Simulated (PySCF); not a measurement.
**Peak assignment**

Atoms are numbered as in `[N:1]#[C:2][C@@H:3]1[CH2:4][C@H:5]2[CH2:6][C@@H:7]1[CH2:8]2` (H(Xn): hydrogen on atom n). Ha(C4) is cis to C2 on the ring; Ha(C6), Ha(C8) are cis to C3 on the ring; Hb(C4) is trans to C2 on the ring; Hb(C6), Hb(C8) are trans to C3 on the ring.

No solvent model, relativity neglected, one computed conformer. Structure optimised with GFN2-xTB; shieldings: GIAO PBE0/pcSseg-1; PySCF 2.14.0 with density-fitted response routines.

Scale: 13C and 1H against TMS (reference shieldings calculated alike).

Problem. Assign these signals to the numbered atoms. 13C{1H} NMR (computed): δ 128.3 (C), 46.0 (CH), 40.5 (CH2), 40.5 (CH), 38.6 (CH2), 37.8 (CH2), 28.1 (CH).

Solution. 
| δ (ppm) | atoms | environment | reason |
| --- | --- | --- | --- |
| 128.3 | C2 | nitrile carbon | C≡N carbons fall here, among the sp2 signals but without a proton |
| 46.0 | C7 | sp3 CH in a ring | a saturated carbon with 3 carbon neighbours and no heteroatom attached |
| 40.5 | C6 | sp3 CH2 in a ring | aliphatic region, no heteroatom directly attached |
| 40.5 | C5 | sp3 CH in a ring | a saturated carbon with 3 carbon neighbours and no heteroatom attached |
| 38.6 | C8 | sp3 CH2 in a ring | saturated and bonded to C and H only |
| 37.8 | C4 | sp3 CH2 in a ring | – |
| 28.1 | C3 | sp3 CH α to a nitrile | saturated and bonded to C and H only |

C6 and C5; C5 and C8; C8 and C4 lie closer than the usual error of such a calculation, so a measured spectrum could show them in the other order.

Problem. Assign these signals to the numbered atoms. 1H NMR (500 MHz, computed): δ 2.60 (m, 1H), 2.57 (m, 1H), 2.47 (m, 1H), 2.08 (m, 1H), 1.95 (m, 1H), 1.78 (m, 1H), 1.78 (m, 1H), 1.44 (m, 1H), 0.83 (m, 1H).

Solution. 
| δ (ppm) | atoms | environment | reason |
| --- | --- | --- | --- |
| 2.60 | H(C7) | hydrogen on an sp3 CH in a ring | – |
| 2.57 | H(C3) | hydrogen on an sp3 CH α to a nitrile | – |
| 2.47 | H(C5) | hydrogen on an sp3 CH in a ring | – |
| 2.08 | Hb(C4) | hydrogen on an sp3 CH2 in a ring | – |
| 1.95 | Ha(C4) | hydrogen on an sp3 CH2 in a ring | – |
| 1.78 | Hb(C6) | hydrogen on an sp3 CH2 in a ring | far from electronegative atoms and π systems |
| 1.78 | Hb(C8) | hydrogen on an sp3 CH2 in a ring | – |
| 1.44 | Ha(C8) | hydrogen on an sp3 CH2 in a ring | – |
| 0.83 | Ha(C6) | hydrogen on an sp3 CH2 in a ring | – |

H(C7) and H(C3); H(C3) and H(C5); Hb(C6) and Hb(C8) lie closer than the usual error of such a calculation, so a measured spectrum could show them in the other order.

Shifts are as computed. Against solution values, carbons near 30 ppm lie about +3 ppm off and those near 130 ppm about +5 ppm (rms about the fit 2.1 ppm; single classes can miss by 10 ppm). Of 1328 compounds with measured shifts, 309 miss one by over three times the rms of a fit or turn the order of signals round; such compounds aren't used in these exercises. Signals without a measured value on file couldn't be tested in this way; 1H shifts scatter by 0.2 ppm about their fit, and single ones miss by 0.5 ppm. Multiplicities follow the n + 1 count of equivalent neighbours, as no J values were calculated; m marks all less simple cases, F and P coupling included.
